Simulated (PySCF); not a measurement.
Two species compared at the same levels of theory.

First species: C₅H₁₀O₂S.
Z-matrix (Å and degrees, PBE0-D3(BJ)/def2-SVP geometry), rows numbered from 1:
```
C 
S   1  1.7851
O   2  1.4609  1  107.76
O   2  1.4638  1  107.53  3  -130.90
C   2  1.7944  1  104.74  3   114.12
C   5  1.5423  2  108.99  1   175.97
C   6  1.5413  5   89.04  2  -102.35
C   5  1.5399  2  113.79  1    77.78
H   1  1.0970  2  109.39  3   -51.67
H   1  1.0983  2  104.81  3    66.57
H   1  1.0971  2  109.90  3  -175.02
H   5  1.1003  2  106.20  1   -55.80
H   6  1.0993  5  110.90  2   142.65
H   6  1.0998  5  116.06  2    18.50
H   7  1.0990  6  116.93  5  -132.83
H   7  1.0979  6  111.59  5   100.21
H   8  1.1002  5  116.67  2   -21.69
H   8  1.0998  5  111.16  2  -147.21
```

Second species: C₆H₇F₂N.
Cartesian coordinates in Å at the PBE0-D3(BJ)/def2-SVP level; atoms count from 1:
```xyz
16
C6H7F2N angstrom
N     -2.3084    2.7158   -0.0465
C     -1.5371    1.9289    0.3034
C     -0.5583    0.9192    0.7262
F     -0.3973    1.0378    2.0954
C     -0.9821   -0.5174    0.4208
C      0.3458   -1.2617    0.5030
C      1.2909   -0.3450   -0.2576
F      1.1236   -0.5664   -1.6123
C      0.8219    1.0772    0.0620
H     -1.3872   -0.5685   -0.6010
H     -1.7555   -0.8534    1.1247
H      0.3252   -2.2693    0.0662
H      0.6707   -1.3407    1.5514
H      2.3539   -0.5137   -0.0253
H      0.7734    1.6577   -0.8691
H      1.4802    1.6057    0.7649
```

Levels: CAM-B3LYP/def2-SVPD for HOMO energy, LUMO energy, HOMO–LUMO gap and static isotropic polarisability; TDDFT CAM-B3LYP/def2-SVPD for lowest singlet excitation; TDA CAM-B3LYP/def2-SVPD for lowest triplet excitation (Tamm–Dancoff); ΔSCF CAM-B3LYP/def2-SVPD for vertical ionisation energy. Geometries: PBE0-D3(BJ)/def2-SVP. All species are isolated and taken at one optimised geometry, non-relativistic unless stated. Electronic properties by PySCF.

The conformers computed, where there is a choice (atom-mapped SMILES and torsion angles):
- `[CH3:1][S:2](=[O:3])(=[O:4])[CH:5]1[CH2:6][CH2:7][CH2:8]1`: C1–S2–C5–C6 176°

The conformers of `N#C[C@@]1(F)CC[C@@H](F)C1` aren't listed.

Values for the first species:

- HOMO energy: -9.53 eV
- LUMO energy: 0.80 eV
- HOMO–LUMO gap: 10.33 eV
- Lowest singlet excitation: 7.55 eV
- Lowest triplet excitation (Tamm–Dancoff): 7.37 eV
- Static isotropic polarisability: 82.9 au
- Vertical ionisation energy: 10.27 eV

Estimate the same properties for the second species, and the change in each.

```tsv
property	first	second	second less first
HOMO energy	-9.53 eV	-10.94 eV	-1.41 eV
LUMO energy	0.80 eV	0.89 eV	+0.09 eV
HOMO–LUMO gap	10.33 eV	11.83 eV	+1.50 eV
lowest singlet excitation	7.55 eV	7.27 eV	-0.28 eV
lowest triplet excitation (Tamm–Dancoff)	7.37 eV	6.16 eV	-1.21 eV
static isotropic polarisability	82.9 au	71.5 au	-11.4 au
vertical ionisation energy	10.27 eV	11.80 eV	+1.53 eV
```

On the first: The vertical singlet–triplet gap S1 − T1 is 0.18 eV (TDDFT singlet less Tamm–Dancoff triplet; S1: HOMO→LUMO, weight 0.83; T1: HOMO→LUMO, weight 0.70). S1 lies 2.78 eV below the HOMO–LUMO gap; its leading configuration is HOMO→LUMO, weight 0.83.

On the second: No computed singlet falls in the visible range (750 to 380 nm, 1.65 to 3.26 eV); S1 lies 4.01 eV above its blue end. The vertical singlet–triplet gap S1 − T1 is 1.11 eV (TDDFT singlet less Tamm–Dancoff triplet; S1: HOMO→LUMO, weight 0.50; T1: HOMO−2→LUMO, weight 0.24, beside HOMO−2→LUMO+1, weight 0.13).
